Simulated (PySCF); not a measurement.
Geometry:
| atom | x (Å) | y (Å) | z (Å) |
| --- | --- | --- | --- |
| C1 | 2.136 | -1.952 | 0.621 |
| C2 | 2.307 | -0.651 | 0.336 |
| Al3 | 0.930 | 0.462 | -0.549 |
| N4 | 0.564 | 1.843 | 0.957 |
| C5 | -0.884 | -0.358 | -0.734 |
| C6 | -1.836 | 0.500 | -1.568 |
| C7 | -1.516 | -0.723 | 0.611 |
| H8 | 1.197 | -2.475 | 0.395 |
| H9 | 2.913 | -2.577 | 1.083 |
| H10 | 3.301 | -0.248 | 0.594 |
| H11 | 1.420 | 1.482 | -1.696 |
| H12 | -0.177 | 2.498 | 0.701 |
| H13 | 1.395 | 2.393 | 1.179 |
| H14 | 0.272 | 1.366 | 1.812 |
| H15 | -0.720 | -1.305 | -1.286 |
| H16 | -2.825 | 0.023 | -1.704 |
| H17 | -1.431 | 0.713 | -2.571 |
| H18 | -2.030 | 1.480 | -1.093 |
| H19 | -1.751 | 0.176 | 1.212 |
| H20 | -0.861 | -1.361 | 1.227 |
| H21 | -2.476 | -1.259 | 0.493 |

[PySCF: GIAO PBE/pcSseg-1 shieldings; structure optimised with PBE0-D3(BJ)/def2-SVP; in vacuum; one computed conformer; equivalent nuclei averaged; non-relativistic Hamiltonian]

Chemical shifts δ = σref − σ; $^{13}$C (σref 180.03), $^{1}$H (σref 31.20) against TMS; $^{27}$Al (σref 482.86) vs AlH4-; $^{15}$N (σref 265.06) vs NH3, all at this level.

```tsv
atoms	nucleus	count	δ (ppm)
Al3	$^{27}$Al	1	80.3
H16/H17/H18	$^{1}$H	3	1.12
H19/H20/H21	$^{1}$H	3	1.06
H12/H13/H14	$^{1}$H	3	?
C6	$^{13}$C	1	?
C5	$^{13}$C	1	8.5
H15	$^{1}$H	1	0.40
H8	$^{1}$H	1	?
C7	$^{13}$C	1	23.2
C2	$^{13}$C	1	154.2
H11	$^{1}$H	1	4.22
N4	$^{15}$N	1	29.9
C1	$^{13}$C	1	?
H9	$^{1}$H	1	?
H10	$^{1}$H	1	6.55
```

Complete the table.

## Answers


- C1: 143.7 ppm, terminal =CH2 carbon; the olefinic region
- C6: 23.9 ppm, methyl carbon; saturated and bonded to C and H only
- H9: 6.57 ppm, hydrogen on a terminal =CH2 carbon; a vinylic proton, deshielded by the sp2 carbon and the C=C anisotropy
- H8: 6.19 ppm, hydrogen on a terminal =CH2 carbon; a vinylic proton, deshielded by the sp2 carbon and the C=C anisotropy
- H12/H13/H14: 1.53 ppm, hydrogen on a donor nitrogen of a Lewis adduct; exchangeable, gas-phase position

Exchangeable OH/NH protons stand at their gas-phase positions; hydrogen bonding in a real sample shifts them, mostly to higher δ. Hydrides on Al or Ga are broadened by the quadrupolar metal nucleus. Shifts are as computed. Against solution values, carbons near 30 ppm lie about +2 ppm off and those near 130 ppm about +2 ppm. Of 1309 compounds with measured shifts, 239 miss one by over three times the rms of a fit or turn the order of signals round; such compounds aren't used in these exercises. Experimental scales use liquid or dissolved standards, which lie at an offset from isolated NH3 (liquid NH3: subtract about 20 ppm).
